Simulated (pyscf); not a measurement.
## `[CH3][NH][Si]([NH])([NH2])[NH2]`, doublet

Gas-phase minimum from PySCF at ωB97X-D3(BJ)/def2-SVP, one conformer. H₃C–NH–Si(NH•)(NH₂)–NH₂ lies 7.7 kcal/mol over its isomer H₃C–N•–Si(NH₂)(NH₂)–NH₂ (electronic energy, ωB97M-D3(BJ)/def2-TZVP). 

```
Si
N 1 1.7230
H 2 1.0141 1 116.91
C 2 1.4491 3 114.63 1 166.74
H 4 1.1003 2 109.05 3 -179.65
H 4 1.1056 5 107.44 2 121.71
H 4 1.1071 5 107.39 6 115.28
N 1 1.7264 2 104.42 3 -28.45
H 8 1.0136 1 121.71 2 -51.72
H 8 1.0138 9 111.96 1 150.66
N 1 1.7290 2 105.47 3 -159.35
H 11 1.0137 1 120.01 2 -162.94
H 11 1.0139 12 111.89 1 151.45
N 1 1.7762 2 122.23 3 85.81
H 14 1.0281 1 113.00 2 8.47
```
Charge 0, spin multiplicity 2.

Properties at ωB97X-D3(BJ)/def2-SVP:

| Quantity | Result |
|---|---|
| Harmonic wavenumbers, unscaled | 79, 110, 154, 185, 216, 232, 280, 291, 315, 352, 364, 405, 434, 498, 693, 741, 770, 787, 857, 918, 922, 1101, 1155, 1187, 1418, 1459, 1488, 1511, 1542, 1542, 3020, 3083, 3160, 3515, 3625, 3628, 3655, 3726, 3728 cm⁻¹ |
| Zero-point energy | 76.0 kcal/mol |
| Rotational symmetry number | 1 |
| Entropy of this conformer at 298 K and 1 atm, rigid rotor and harmonic oscillator, modes under 100 cm⁻¹ raised to 100 | 397.2 J/(mol K) |
| Dipole moment | 1.69 D |
| Spin expectation value S2 | 0.753 |

Single-point totals, which compare only within one level:

| level | total energy (hartree) |
|---|---|
| ωB97X-D3(BJ)/def2-TZVP | -552.31931 |
| PBE/def2-TZVP | -551.71793 |
| r²SCAN/def2-TZVP | -552.02623 |
| B3LYP-D3(BJ)/def2-TZVP | -552.24410 |
| PBE0-D3(BJ)/def2-TZVP | -551.77991 |
| M06-2X/def2-TZVP | -552.06513 |
| ωB97M-D3(BJ)/def2-TZVP | -552.31066 |

Soft torsions are taken as harmonic, which can shift the entropy by several J/(mol K).
